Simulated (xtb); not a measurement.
Cl$_{4}$Te (SMILES Cl[Te](Cl)(Cl)Cl), singlet, geometry from GFN2-xTB; GFN1-xTB (xtb).

The xtb input:
```
$ xtb mol.xyz --gfn 1 --acc 0.0001 --json

# file mol.xyz
5

Te    -0.00534842     0.01223355     0.48327654
Cl     1.16596908    -1.49075955    -0.82644836
Cl     1.90421897     1.50336856     0.12041395
Cl    -1.14657041     1.44638856    -0.92639152
Cl    -1.90725777    -1.49641785     0.15416827
```

### Question
Write the output that xtb gives for this input, abridged.

### Answer

```
   ID    Z sym.   atoms
    1   52 Te     1
    2   17 Cl     2-5

           -------------------------------------------------
          |                Calculation Setup                |
           -------------------------------------------------

           -------------------------------------------------
          |                 G F N 1 - x T B                 |
           -------------------------------------------------

          ...................................................
          :                      SETUP                      :
          :.................................................:
          :  # basis functions                  50          :
          :  # atomic orbitals                  45          :
          :  # shells                           15          :
          :  # electrons                        34          :
          :  # halogen bonds                     0          :
          :  max. iterations                   250          :
          :  Hamiltonian                  GFN1-xTB          :
          :  restarted?                      false          :
          :  GBSA solvation                  false          :
          :  PC potential                    false          :
          :  electronic temp.          300.0000000     K    :
          :  accuracy                    0.0001000          :
          :  -> integral cutoff          0.6500000E+02      :
          :  -> integral neglect         0.1000000E-11      :
          :  -> SCF convergence          0.1000000E-09 Eh   :
          :  -> wf. convergence          0.2000000E-08 e    :
          :  Broyden damping             0.4000000          :
          :  net charge                          0          :
          :  unpaired electrons                  0          :
          ...................................................

 iter      E             dE          RMSdq      gap      omega  full diag
   1    -20.8477852 -0.208478E+02  0.487E+00    4.08       0.0  T
   2    -20.8505861 -0.280094E-02  0.268E+00    3.73       1.0  T
   3    -20.8488363  0.174979E-02  0.908E-01    3.59       1.0  T
   4    -20.8512988 -0.246244E-02  0.246E-01    3.50       1.0  T
   5    -20.8513452 -0.463705E-04  0.399E-02    3.56       1.1  T
   6    -20.8513537 -0.850156E-05  0.227E-03    3.56      19.7  T
   7    -20.8513537 -0.108341E-07  0.275E-04    3.56     162.8  T
   8    -20.8513537 -0.381561E-10  0.124E-05    3.56    3619.9  T
   9    -20.8513537 -0.397904E-12  0.222E-06    3.56   20156.6  T
  10    -20.8513537 -0.213163E-13  0.818E-09    3.56  100000.0  T
  11    -20.8513537  0.319744E-13  0.513E-10    3.56  100000.0  T

   *** convergence criteria satisfied after 11 iterations ***

         :::::::::::::::::::::::::::::::::::::::::::::::::::::
         ::                     SUMMARY                     ::
         :::::::::::::::::::::::::::::::::::::::::::::::::::::
         :: total energy             -20.843044088169 Eh    ::
         :: gradient norm              0.013701034711 Eh/a0 ::
         :: HOMO-LUMO gap              3.558009207249 eV    ::
         ::.................................................::
         :: SCC energy               -20.851353669068 Eh    ::
         :: -> electrostatic           0.033955451443 Eh    ::
         :: repulsion energy           0.011990469026 Eh    ::
         :: dispersion energy         -0.003680888127 Eh    ::
         :: halogen bond corr.         0.000000000000 Eh    ::
         :: add. restraining           0.000000000000 Eh    ::
         :: total charge               0.000000000000 e     ::
         :::::::::::::::::::::::::::::::::::::::::::::::::::::

           -------------------------------------------------
          |                Property Printout                |
           -------------------------------------------------

    * Orbital Energies and Occupations

         #    Occupation            Energy/Eh            Energy/eV
      -------------------------------------------------------------
         1        2.0000           -1.2641728             -34.3999
       ...           ...                  ...                  ...
         5        2.0000           -0.9000087             -24.4905
         6        2.0000           -0.5855625             -15.9340
         7        2.0000           -0.5783603             -15.7380
         8        2.0000           -0.5662766             -15.4092
         9        2.0000           -0.5157937             -14.0355
        10        2.0000           -0.5070960             -13.7988
        11        2.0000           -0.5049145             -13.7394
        12        2.0000           -0.5027236             -13.6798
        13        2.0000           -0.4763380             -12.9618
        14        2.0000           -0.4755874             -12.9414
        15        2.0000           -0.4752097             -12.9311
        16        2.0000           -0.4740260             -12.8989
        17        2.0000           -0.4669905             -12.7075 (HOMO)
        18                         -0.3362361              -9.1495 (LUMO)
        19                         -0.3279747              -8.9246
        20                         -0.2778567              -7.5609
        21                         -0.0892968              -2.4299
        22                         -0.0885238              -2.4089
        23                         -0.0874695              -2.3802
        24                         -0.0873611              -2.3772
        25                         -0.0867452              -2.3605
        26                         -0.0865543              -2.3553
        27                         -0.0859095              -2.3377
        28                         -0.0793701              -2.1598
       ...                                ...                  ...
        45                          0.5679720              15.4553
      -------------------------------------------------------------
                  HL-Gap            0.1307544 Eh            3.5580 eV
             Fermi-level           -0.4016133 Eh          -10.9285 eV

  Mulliken/CM5 charges         n(s)   n(p)   n(d)
     1Te    0.40114  0.46551   2.010  2.974  0.615
     2Cl    0.03541  0.01661   1.945  5.030 -0.010
     3Cl   -0.23598 -0.24936   1.953  5.291 -0.008
     4Cl    0.03541  0.01661   1.945  5.030 -0.010
     5Cl   -0.23598 -0.24936   1.953  5.291 -0.008

Wiberg/Mayer (AO) data.
largest (>0.10) Wiberg bond orders for each atom

 ---------------------------------------------------------------------------
     #   Z sym  total        # sym  WBO       # sym  WBO       # sym  WBO
 ---------------------------------------------------------------------------
     1  52 Te   4.093 --     2 Cl   1.147     4 Cl   1.147     5 Cl   0.899
                             3 Cl   0.899
     2  17 Cl   1.336 --     1 Te   1.147
     3  17 Cl   1.124 --     1 Te   0.899     5 Cl   0.113
     4  17 Cl   1.336 --     1 Te   1.147
     5  17 Cl   1.124 --     1 Te   0.899     3 Cl   0.113
 ---------------------------------------------------------------------------

Topologies differ in total number of bonds
Writing topology from bond orders to xtbtopo.mol

 dipole moment from electron density (au)
     X       Y       Z
  -0.0089   0.0204   0.8072  total (Debye):    2.052

           -------------------------------------------------
          | TOTAL ENERGY              -20.843044088169 Eh   |
          | GRADIENT NORM               0.013701034711 Eh/α |
          | HOMO-LUMO GAP               3.558009207249 eV   |
           -------------------------------------------------

normal termination of xtb
```
